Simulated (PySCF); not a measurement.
Species: C₈H₉N.
Cartesian coordinates in Å at the GFN2-xTB level; atoms count from 1:
```xyz
18
C8H9N angstrom
C     -2.602    2.046   -0.914
C     -2.064    1.096   -0.411
C     -1.493   -0.041    0.201
C     -2.461   -0.934    0.913
C     -0.168   -0.297    0.145
C      0.774    0.542   -0.530
C      2.105    0.342   -0.623
C      2.850   -0.761   -0.060
N      4.098   -0.957   -0.144
H     -3.052    2.882   -1.360
H     -1.950   -1.786    1.355
H     -2.975   -0.379    1.698
H     -3.219   -1.295    0.218
H      0.199   -1.186    0.637
H      0.351    1.420   -1.005
H      2.698    1.067   -1.171
H      2.302   -1.514    0.498
H      4.599   -0.240   -0.672
```

The closed-shell SCF was solved with PySCF and density fitting under several settings on one GFN2-xTB geometry (grid level 2 and gas phase unless stated).

```csv
settings,basis functions,SCF cycles,E (Eh),HOMO (eV),LUMO (eV),dipole (D)
PBE0/pcSseg-1,198,14,-364.4138,-6.58,-2.12,2.99
PBE0/def2-SVPD,252,14,-364.2111,-6.61,-2.15,3.06
```

Problem. Estimate the row for these settings: BP86/def2-SVP, grid level 4.

Solution. 
```json
{"settings": "BP86/def2-SVP, grid level 4", "basis functions": "171", "SCF cycles": "17", "E (Eh)": "-364.6260", "HOMO (eV)": "-5.65", "LUMO (eV)": "-2.86", "dipole (D)": "2.77"}
```

Problem. Over all rows, what range does the HOMO–LUMO gap span?

Solution. From 2.79 eV to 4.46 eV.

Problem. Compare two rows with the functional PBE0: PBE0/pcSseg-1 and PBE0/def2-SVPD. Which energy is lower, and by how much?

Solution. PBE0/pcSseg-1 (198 functions) lies 0.2027 Eh or 127 kcal/mol below PBE0/def2-SVPD (252 functions). The smaller set gives the lower energy; the two sets aren't nested, so the variational bound doesn't order them by size.

Whole jobs, the steps after the SCF included, on Arm Neoverse V2, one thread, shared host:

```tsv
settings	work after the SCF	wall time	peak memory
PBE0/pcSseg-1	shieldings, charges and field gradients	31 s	0.95 GiB
PBE0/def2-SVPD	6 singlets by full TDDFT, 2 Tamm–Dancoff triplets, polarisability	48 s	1.1 GiB
BP86/def2-SVP, grid level 4	1 singlet by full TDDFT, 5 Tamm–Dancoff triplets, polarisability	42 s	0.67 GiB
```

Cycle counts include a coarse-grid stage where the run had one.

One conformer stands for the species.
